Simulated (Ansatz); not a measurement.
Ansatz (a program for electronic structure) input for Si(Cl)2(GeH3)(OH) (Cl2GeH4OSi), SMILES Cl[Si](Cl)(O)[GeH3], PBE-D3(BJ)/def2-SVP. 

Ansatz 0.2 input:
```yaml
crystal:
  periodic: [false, false, false]
  atoms:
    - {symbol: O, position_ang: [0.77413610, 1.95582337, -0.00000000]}
    - {symbol: Si, position_ang: [0.53568372, 0.32169831, -0.00000000]}
    - {symbol: Cl, position_ang: [1.43872489, -0.53079544, -1.66970389]}
    - {symbol: Cl, position_ang: [1.43872489, -0.53079544, 1.66970390]}
    - {symbol: Ge, position_ang: [-1.79408269, -0.11653846, 0.00000000]}
    - {symbol: H, position_ang: [1.68147782, 2.28909828, 0.00000000]}
    - {symbol: H, position_ang: [-2.43908116, 0.48930305, 1.26003307]}
    - {symbol: H, position_ang: [-2.00197642, -1.64179202, 0.00000000]}
    - {symbol: H, position_ang: [-2.43908116, 0.48930306, -1.26003307]}
basis:
  gaussian:
    orbitals: def2-SVP
hamiltonian:
  xc: pbe
  dispersion: d3bj
relax: {f_tol: 0.002, max_steps: 200}
```

Program output:

```
WARN ansatz: RAYON_NUM_THREADS=1 ignored (pool sized by the plan → 1); use --threads N
Functional definition: PBE
integrals: 0.07 GiB planned
1312 factors; their error is unknown
mean field: 0.35 GiB planned
mean field evaluation 1: about -91507.5916 eV, gradient 5.7e1 eV
mean field evaluation 2: about -91473.1385 eV, gradient 1.4e2 eV
mean field evaluation 4: about -91513.0881 eV, gradient 7.4e0 eV
mean field evaluation 8: about -91513.1862 eV, gradient 1.7e-1 eV
mean field evaluation 16: about -91513.0960 eV, gradient 6.0e-5 eV
mean field -91513.09600717 eV, -3363.0442484592 hartree, gradient 6.0e-5 eV, S^2 0.000000; 0 other end points of the search recorded, 0 dependent functions left out
the calculation of the forces begins
reference -91513.09604342 eV, -3363.0442497913 hartree; 46, 46 occupied and 74, 74 virtual orbitals, 1312 factors
relax step   1: F+E_penalty+E_count = -91513.36499432 eV  Δ(F+E_penalty+E_count) = +0.000e0 eV  max|allowed force component| = 3.903e-1 eV/Å  Δτ_max = 0.0000 Å  (28 SCF iters, accepted)
these checks for a lower state are left out or cut short: starts, cluster_reference, orbital_swaps, neighbouring_geometries, increment
integrals: 0.07 GiB planned
1312 factors; their error is unknown
mean field: 0.35 GiB planned
mean field -91513.10205258 eV, -3363.0444706239 hartree, gradient 7.9e-5 eV, S^2 0.000000; 0 other end points of the search recorded, 0 dependent functions left out
the calculation of the forces begins
reference -91513.10208894 eV, -3363.0444719601 hartree; 46, 46 occupied and 74, 74 virtual orbitals, 1312 factors
relax step   2: F+E_penalty+E_count = -91513.37032255 eV  Δ(F+E_penalty+E_count) = -5.328e-3 eV  max|allowed force component| = 2.077e-1 eV/Å  Δτ_max = 0.0197 Å  (27 SCF iters, accepted)
these checks for a lower state are left out or cut short: starts, cluster_reference, orbital_swaps, neighbouring_geometries, increment
integrals: 0.07 GiB planned
1312 factors; their error is unknown
mean field: 0.35 GiB planned
mean field -91513.10360436 eV, -3363.0445276506 hartree, gradient 8.2e-5 eV, S^2 0.000000; 0 other end points of the search recorded, 0 dependent functions left out
the calculation of the forces begins
reference -91513.10364068 eV, -3363.0445289856 hartree; 46, 46 occupied and 74, 74 virtual orbitals, 1312 factors
relax step   3: F+E_penalty+E_count = -91513.37164847 eV  Δ(F+E_penalty+E_count) = -1.326e-3 eV  max|allowed force component| = 8.661e-2 eV/Å  Δτ_max = 0.0190 Å  (26 SCF iters, accepted)
these checks for a lower state are left out or cut short: starts, cluster_reference, orbital_swaps, neighbouring_geometries, increment
integrals: 0.07 GiB planned
1312 factors; their error is unknown
mean field: 0.35 GiB planned
mean field evaluation 32: about -91513.1038 eV, gradient 1.9e-1 eV
mean field -91513.10384153 eV, -3363.0445363665 hartree, gradient 1.1e-5 eV, S^2 0.000000; 0 other end points of the search recorded, 0 dependent functions left out
the calculation of the forces begins
reference -91513.10387786 eV, -3363.0445377015 hartree; 46, 46 occupied and 74, 74 virtual orbitals, 1312 factors
relax step   4: F+E_penalty+E_count = -91513.37195066 eV  Δ(F+E_penalty+E_count) = -3.022e-4 eV  max|allowed force component| = 6.320e-2 eV/Å  Δτ_max = 0.0038 Å  (24 SCF iters, accepted)
these checks for a lower state are left out or cut short: starts, cluster_reference, orbital_swaps, neighbouring_geometries, increment
integrals: 0.07 GiB planned
1312 factors; their error is unknown
mean field: 0.35 GiB planned
mean field -91513.10408874 eV, -3363.0445454514 hartree, gradient 8.5e-5 eV, S^2 0.000000; 0 other end points of the search recorded, 0 dependent functions left out
the calculation of the forces begins
reference -91513.10412503 eV, -3363.0445467851 hartree; 46, 46 occupied and 74, 74 virtual orbitals, 1312 factors
relax step   5: F+E_penalty+E_count = -91513.37255206 eV  Δ(F+E_penalty+E_count) = -6.014e-4 eV  max|allowed force component| = 3.595e-2 eV/Å  Δτ_max = 0.0204 Å  (26 SCF iters, accepted)
these checks for a lower state are left out or cut short: starts, cluster_reference, orbital_swaps, neighbouring_geometries, increment
integrals: 0.07 GiB planned
1312 factors; their error is unknown
mean field: 0.35 GiB planned
mean field -91513.10420526 eV, -3363.0445497335 hartree, gradient 2.1e-5 eV, S^2 0.000000; 0 other end points of the search recorded, 0 dependent functions left out
the calculation of the forces begins
reference -91513.10424156 eV, -3363.0445510675 hartree; 46, 46 occupied and 74, 74 virtual orbitals, 1312 factors
relax step   6: F+E_penalty+E_count = -91513.37259631 eV  Δ(F+E_penalty+E_count) = -4.425e-5 eV  max|allowed force component| = 2.126e-2 eV/Å  Δτ_max = 0.0032 Å  (23 SCF iters, accepted)
these checks for a lower state are left out or cut short: starts, cluster_reference, orbital_swaps, neighbouring_geometries, increment
integrals: 0.07 GiB planned
1312 factors; their error is unknown
mean field: 0.35 GiB planned
mean field -91513.10429069 eV, -3363.0445528729 hartree, gradient 7.3e-5 eV, S^2 0.000000; 0 other end points of the search recorded, 0 dependent functions left out
the calculation of the forces begins
reference -91513.10432699 eV, -3363.0445542071 hartree; 46, 46 occupied and 74, 74 virtual orbitals, 1312 factors
relax step   7: F+E_penalty+E_count = -91513.37262521 eV  Δ(F+E_penalty+E_count) = -2.889e-5 eV  max|allowed force component| = 3.355e-3 eV/Å  Δτ_max = 0.0023 Å  (21 SCF iters, accepted)
these checks for a lower state are left out or cut short: starts, cluster_reference, orbital_swaps, neighbouring_geometries, increment
integrals: 0.07 GiB planned
1312 factors; their error is unknown
mean field: 0.35 GiB planned
mean field -91513.10430180 eV, -3363.0445532812 hartree, gradient 2.1e-5 eV, S^2 0.000000; 0 other end points of the search recorded, 0 dependent functions left out
the calculation of the forces begins
reference -91513.10433811 eV, -3363.0445546154 hartree; 46, 46 occupied and 74, 74 virtual orbitals, 1312 factors
relax step   8: F+E_penalty+E_count = -91513.37262686 eV  Δ(F+E_penalty+E_count) = -1.649e-6 eV  max|allowed force component| = 6.572e-4 eV/Å  Δτ_max = 0.0006 Å  (19 SCF iters, accepted)
integrals: 0.07 GiB planned
1312 factors; their error is unknown
mean field: 0.35 GiB planned
mean field evaluation 64: about -91471.4323 eV, gradient 1.4e2 eV
mean field -91513.10430180 eV, -3363.0445532812 hartree, gradient 2.1e-5 eV, S^2 0.000000; 1 other end points of the search recorded, 0 dependent functions left out
the calculation of the forces begins
reference -91513.10433811 eV, -3363.0445546154 hartree; 46, 46 occupied and 74, 74 virtual orbitals, 1312 factors
Total energy: -91513.37266316 eV, -3363.0544153793 hartree
Atom 0 at     0.765689     1.972490    -0.000000 Å, force    -0.000657    -0.000157    -0.000000 eV/Å
Atom 1 at     0.537399     0.323014    -0.000000 Å, force     0.000405    -0.000034     0.000000 eV/Å
Atom 2 at     1.442536    -0.534306    -1.672676 Å, force     0.000387     0.000231    -0.000217 eV/Å
Atom 3 at     1.442536    -0.534306     1.672676 Å, force     0.000387     0.000231     0.000217 eV/Å
Atom 4 at    -1.794428    -0.115423     0.000000 Å, force    -0.000436    -0.000517    -0.000000 eV/Å
Atom 5 at     1.691097     2.280553     0.000000 Å, force     0.000227    -0.000195     0.000000 eV/Å
Atom 6 at    -2.445282     0.491385     1.266989 Å, force     0.000098     0.000360     0.000075 eV/Å
Atom 7 at    -1.999741    -1.649487    -0.000000 Å, force    -0.000509    -0.000280    -0.000000 eV/Å
Atom 8 at    -2.445282     0.491385    -1.266989 Å, force     0.000098     0.000360    -0.000075 eV/Å
Dipole moment:     0.008426     0.198790    -0.000000 e Å
```

Self-consistency was reached.
